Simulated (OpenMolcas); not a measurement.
# I VI: terms and fine structure

* Program: OpenMolcas
* Method: XMS-CASPT2, IPEA 0.25 Eh, imaginary shift 0.1 Eh (closed shells correlated: 4d)
* Basis: ANO-RCC-VQZP [8s7p5d3f2g]
* Scalar Hamiltonian: DKH2, point nucleus
* Active space: 2 electrons in 8 orbitals (5s 5p 6s 6p)
* State averaging: 2S+1 = 3 even, 3 roots; 2S+1 = 1 even, 7 roots; 2S+1 = 3 odd, 3 roots; 2S+1 = 1 odd, 3 roots
* Spin-orbit coupling: state interaction with AMFI integrals over the reference wave functions, term energies averaged over their components

With spin-orbit coupling, above the lowest level:

| Configuration | Term | J | E (eV) | Measured (eV) | g | Term weight % |
| --- | --- | --- | --- | --- | --- | --- |
| 5s2 | 1S | 0 | 0.0000 | 0.0000 |  | 100 |
| 5s 5p | 3P* | 0 | 10.812 | 10.6212 |  | 100 |
| 5s 5p | 3P* | 1 | 11.200 | 11.0670 | 1.489 | 98 |
| 5s 5p | 3P* | 2 | 12.289 | 12.3594 | 1.501 | 100 |
| 5s 5p | 1P* | 1 | 15.513 | 15.7985 | 1.012 | 98 |
| 5p2 | 3P | 0 | 25.065 | 24.8074 |  | 93 |
| 5p2 | 1D | 2 | 25.455 | 25.9662 | 1.096 | 81 |
| 5p2 | 3P | 1 | 25.898 | 25.8475 | 1.501 | 100 |
| 5p2 | 3P | 2 | 27.184 | 27.5225 | 1.406 | 81 |
| 5p2 | 1S | 0 | 30.291 | 30.4578 |  | 93 |

Against the 9 measured excited levels shown (the list in Rauch et al., Astron. Astrophys. 606, A105 (2017)) the mean absolute deviation is 1800 cm-1; the largest miss in energy is 5p2 1D2: computed 25.455, measured 25.9662 eV (-2.0 %).

Spin-orbit coupling puts the lowest level 0.0016 eV below the lowest spin-free term.

Term energies are means over components that CASPT2 splits; among the terms shown or strongly mixed into the levels shown the widest spread is 110 cm-1 (5p2 1D). Over all roots computed the reference weight is 0.80 to 0.95; the roots of lowest weight are the least certain, and an intruder state may touch them. Active for correlation alone: 6p 6s; no level in the range computed is led by a configuration that fills them, so any true level of that kind is missing. The ¹D term of p² mixes with s d, which this space lacks. Measured partners are found by configuration, term and J. A level has none where our copy of the source lacks it or the pairing is in doubt (some pairs that miss far off the trend of their configuration count as doubtful), and it then counts in no deviation. Only configurations of the active space appear. The first state left out of the spin-orbit step lies near 310000 cm-1 above the lowest spin-free state of the reference (among the parities and spins computed), and the list stops at four fifths of that energy or lower.

The term weight is that of the spin-free term in the level, not the purity of its configuration. * marks odd parity.
